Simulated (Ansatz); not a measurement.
H6ClNSi2 (SMILES N[SiH2][SiH2]Cl), singlet, at a GFN2-xTB geometry; SC-NEVPT2/STO-3G, CASSCF(6,4) run with Ansatz (a first-principles code).

Here is a job for Ansatz.
Ansatz 0.2 input:
```yaml
crystal:
  periodic: [false, false, false]
  atoms:
    - {symbol: Si, position_ang: [0.79388797, 0.35786447, -0.75697685]}
    - {symbol: Cl, position_ang: [1.73683234, 0.19744236, 1.04440163]}
    - {symbol: Si, position_ang: [-1.33612925, -0.55959264, -0.64537585]}
    - {symbol: N, position_ang: [-2.33019624, -0.05776733, 0.67351902]}
    - {symbol: H, position_ang: [0.85450507, 1.79219770, -1.06462196]}
    - {symbol: H, position_ang: [1.69178604, -0.29449976, -1.71358235]}
    - {symbol: H, position_ang: [-2.10558469, -0.17249243, -1.83135875]}
    - {symbol: H, position_ang: [-1.30312366, -2.01992135, -0.51354302]}
    - {symbol: H, position_ang: [-2.70621473, 0.87684881, 0.67689742]}
    - {symbol: H, position_ang: [-2.05476619, -0.31008747, 1.60968539]}
basis:
  gaussian:
    orbitals: STO-3G
magnetization: {spin_polarized: false}
correlation: {method: sc_nevpt2, electrons: all, active_space: {window: {electrons: 6, orbitals: 4}}}
```

Task: Write the output that Ansatz gives for this input, abridged.

Result: 
```
Functional definition: HF
434 factors; integrals over basis functions are off by at most 3.8e-5 eV
mean field evaluation 1: about -29470.8005 eV, gradient 2.0e1 eV
mean field evaluation 2: about -29470.8663 eV, gradient 2.0e1 eV
mean field evaluation 4: about -29472.5576 eV, gradient 1.1e0 eV
mean field evaluation 8: about -29472.5646 eV, gradient 1.5e-2 eV
mean field -29472.56457816 eV, -1083.0967710258 hartree, gradient 1.4e-6 eV, S^2 0.000000; 0 other end points of the search recorded, 0 dependent functions left out
reference -29472.56457816 eV, -1083.0967710258 hartree; 29, 29 occupied and 9, 9 virtual orbitals, 434 factors
state -29473.00710502 eV, -1083.1130335877 hartree
state -29473.00710502 eV, -1083.1130335877 hartree; corrected -29476.09889362 eV, -1083.2266547231 hartree
state -29472.84583649 eV, -1083.1071070787 hartree
state -29472.84583649 eV, -1083.1071070787 hartree; corrected -29476.11063138 eV, -1083.2270860778 hartree
state -29472.84583649 eV, -1083.1071070787 hartree; corrected -29476.11063138 eV, -1083.2270860778 hartree
WARN: the results are in doubt because another end's mean lies 0.161 eV lower, and its corrected mean 0.012 eV higher
Total energy: -29476.11063138 eV, -1083.2270860778 hartree
In doubt: another end's mean lies 0.161 eV lower, and its corrected mean 0.012 eV higher
```
